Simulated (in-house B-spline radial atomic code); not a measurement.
Successive ionisation energies of nickel; each step leads to the configuration of the next row (after the last: [He] 2s2 2p6). Dirac energy differences include first-order Breit, QED and recoil terms. NIST's values go from ground level to ground level; the uncertainty of those that are theory runs from under 0.1 % in few-electron ions to several per cent in heavy many-electron ones. Computed with an all-electron radial atomic-structure program (B-spline basis): Dirac-Hartree-Fock, jj configuration that fills j = l - 1/2 first, finite nuclei.

Some pairs differ by more than the removed electron.

A number in brackets counts the electrons of a j subshell.

```json
{"ion": "Ni", "configuration": "[Ar] 3d3/2(4) 3d5/2(4) 4s2", "ionisation energy (eV)": "6.8", "tabulated value (eV)": "7.639878", "tabulated kind": "measured", "computed minus tabulated (eV)": "-0.9", "highest orbital": "4s1/2", "largest mean radius (bohr)": "3.0126"}
{"ion": "Ni+", "configuration": "[Ar] 3d3/2(4) 3d5/2(5)", "ionisation energy (eV)": "?", "tabulated value (eV)": "?", "tabulated kind": "measured", "computed minus tabulated (eV)": "?", "highest orbital": "?", "largest mean radius (bohr)": "?"}
{"ion": "Ni2+", "configuration": "[Ar] 3d3/2(4) 3d5/2(4)", "ionisation energy (eV)": "34.2", "tabulated value (eV)": "35.187", "tabulated kind": "measured", "computed minus tabulated (eV)": "-1.0", "highest orbital": "3d5/2", "largest mean radius (bohr)": "0.95422"}
{"ion": "Ni3+", "configuration": "[Ar] 3d3/2(4) 3d5/2(3)", "ionisation energy (eV)": "54.7", "tabulated value (eV)": "54.92", "tabulated kind": "semi-empirical", "computed minus tabulated (eV)": "-0.2", "highest orbital": "3d5/2", "largest mean radius (bohr)": "0.88861"}
{"ion": "Ni4+", "configuration": "[Ar] 3d3/2(4) 3d5/2(2)", "ionisation energy (eV)": "77.6", "tabulated value (eV)": "76.06", "tabulated kind": "semi-empirical", "computed minus tabulated (eV)": "1.5", "highest orbital": "3d5/2", "largest mean radius (bohr)": "0.83676"}
{"ion": "Ni5+", "configuration": "[Ar] 3d3/2(4) 3d5/2(1)", "ionisation energy (eV)": "102.5", "tabulated value (eV)": "108", "tabulated kind": "semi-empirical", "computed minus tabulated (eV)": "-5.5", "highest orbital": "3d5/2", "largest mean radius (bohr)": "0.79388"}
{"ion": "Ni6+", "configuration": "[Ar] 3d3/2(4)", "ionisation energy (eV)": "131.2", "tabulated value (eV)": "132", "tabulated kind": "tabulated theory", "computed minus tabulated (eV)": "-0.8", "highest orbital": "3d3/2", "largest mean radius (bohr)": "0.75218"}
{"ion": "Ni7+", "configuration": "[Ar] 3d3/2(3)", "ionisation energy (eV)": "160.0", "tabulated value (eV)": "162", "tabulated kind": "tabulated theory", "computed minus tabulated (eV)": "-2.0", "highest orbital": "3d3/2", "largest mean radius (bohr)": "0.72092"}
{"ion": "Ni8+", "configuration": "[Ar] 3d3/2(2)", "ionisation energy (eV)": "190.7", "tabulated value (eV)": "193.2", "tabulated kind": "semi-empirical", "computed minus tabulated (eV)": "-2.5", "highest orbital": "3d3/2", "largest mean radius (bohr)": "0.70642"}
{"ion": "Ni9+", "configuration": "[Ar] 3d3/2(1)", "ionisation energy (eV)": "?", "tabulated value (eV)": "?", "tabulated kind": "semi-empirical", "computed minus tabulated (eV)": "?", "highest orbital": "?", "largest mean radius (bohr)": "?"}
{"ion": "Ni10+", "configuration": "[Ne] 3s2 3p6", "ionisation energy (eV)": "318.2", "tabulated value (eV)": "319.5", "tabulated kind": "semi-empirical", "computed minus tabulated (eV)": "-1.3", "highest orbital": "3p3/2", "largest mean radius (bohr)": "0.6782"}
{"ion": "Ni11+", "configuration": "[Ne] 3s2 3p1/2(2) 3p3/2(3)", "ionisation energy (eV)": "?", "tabulated value (eV)": "?", "tabulated kind": "semi-empirical", "computed minus tabulated (eV)": "?", "highest orbital": "?", "largest mean radius (bohr)": "?"}
{"ion": "Ni12+", "configuration": "[Ne] 3s2 3p1/2(2) 3p3/2(2)", "ionisation energy (eV)": "386.1", "tabulated value (eV)": "384.5", "tabulated kind": "semi-empirical", "computed minus tabulated (eV)": "1.6", "highest orbital": "3p3/2", "largest mean radius (bohr)": "0.6535"}
{"ion": "Ni13+", "configuration": "[Ne] 3s2 3p1/2(2) 3p3/2(1)", "ionisation energy (eV)": "421.4", "tabulated value (eV)": "429.3", "tabulated kind": "semi-empirical", "computed minus tabulated (eV)": "-7.9", "highest orbital": "3p3/2", "largest mean radius (bohr)": "0.6434"}
{"ion": "Ni14+", "configuration": "[Ne] 3s2 3p1/2(2)", "ionisation energy (eV)": "458.5", "tabulated value (eV)": "462.8", "tabulated kind": "semi-empirical", "computed minus tabulated (eV)": "-4.3", "highest orbital": "3p1/2", "largest mean radius (bohr)": "0.63535"}
{"ion": "Ni15+", "configuration": "[Ne] 3s2 3p1/2(1)", "ionisation energy (eV)": "497.2", "tabulated value (eV)": "495.4", "tabulated kind": "semi-empirical", "computed minus tabulated (eV)": "1.8", "highest orbital": "3p1/2", "largest mean radius (bohr)": "0.62748"}
{"ion": "Ni16+", "configuration": "[Ne] 3s2", "ionisation energy (eV)": "566.8", "tabulated value (eV)": "571.07", "tabulated kind": "semi-empirical", "computed minus tabulated (eV)": "-4.3", "highest orbital": "3s1/2", "largest mean radius (bohr)": "0.61981"}
{"ion": "Ni17+", "configuration": "[Ne] 3s1", "ionisation energy (eV)": "606.3", "tabulated value (eV)": "607.02", "tabulated kind": "semi-empirical", "computed minus tabulated (eV)": "-0.7", "highest orbital": "3s1/2", "largest mean radius (bohr)": "0.61137"}
```

Question: Fill in the row of Ni+.

Answer: ionisation energy (eV): 16.4; tabulated value (eV): 18.16884; computed minus tabulated (eV): -1.7; highest orbital: 3d5/2; largest mean radius (bohr): 1.0437.

Question: Fill in the row of Ni9+.

Answer: ionisation energy (eV): 223.1; tabulated value (eV): 224.7; computed minus tabulated (eV): -1.6; highest orbital: 3d3/2; largest mean radius (bohr): 0.69217.

Question: Fill in the row of Ni11+.

Answer: ionisation energy (eV): 351.7; tabulated value (eV): 351.6; computed minus tabulated (eV): 0.1; highest orbital: 3p3/2; largest mean radius (bohr): 0.66539.

Question: Where is the largest jump?

Answer: From Ni to Ni+, by a factor of 2.43 (6.7771 to 16.449 eV); the highest orbital goes from 4s1/2 to 3d5/2.

Question: How far is this level of theory from the measured and semi-empirical values?

Answer: Over those 16 rows the differences run from -7.89 to +1.83 eV (mean absolute value 2.3 eV). The calculation leaves out correlation and, in open shells, the multiplet splittings that an average leaves out.
